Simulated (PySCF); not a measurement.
**Vibration and rotation of SeF**

MN15 constants of SeF, ²Π (doublet), unpaired electrons π ↑ (basis Se def2-TZVPP, F def2-TZVPP; no relativity; PySCF 2.14; masses 79.9165 and 18.9984 u):

* ωe: 717.9 cm⁻¹
* ωexe: 3.27 cm⁻¹
* Be: 0.36727 cm⁻¹
* αe: 0.00247 cm⁻¹
* D (centrifugal): 3.85e-07 cm⁻¹
* De to Se + F: 3.52 eV

(1) Give the vibrational terms G(v) and spacings up to v = 6.

(2) How well does the Morse estimate ωe²/(4ωexe) reproduce De, and what is D0?

Spin–orbit coupling is left out. The state was picked by a PBE0 search and need not be the measured ground state.

## Answers

(1) G(v) = ωe(v+½) − ωexe(v+½)².

| v | G(v) (cm⁻¹) | G(v) − G(v−1) | Bv (cm⁻¹) |
| --- | --- | --- | --- |
| 0 | 358.1 |  | 0.3660 |
| 1 | 1069.5 | 711.4 | 0.3636 |
| 2 | 1774.3 | 704.8 | 0.3611 |
| 3 | 2472.6 | 698.3 | 0.3586 |
| 4 | 3164.3 | 691.7 | 0.3562 |
| 5 | 3849.5 | 685.2 | 0.3537 |
| 6 | 4528.2 | 678.7 | 0.3512 |

(2) It gives 4.89 eV, 139 % of the computed De. D0 = De − G(0) = 3.52 − 0.04 = 3.48 eV.
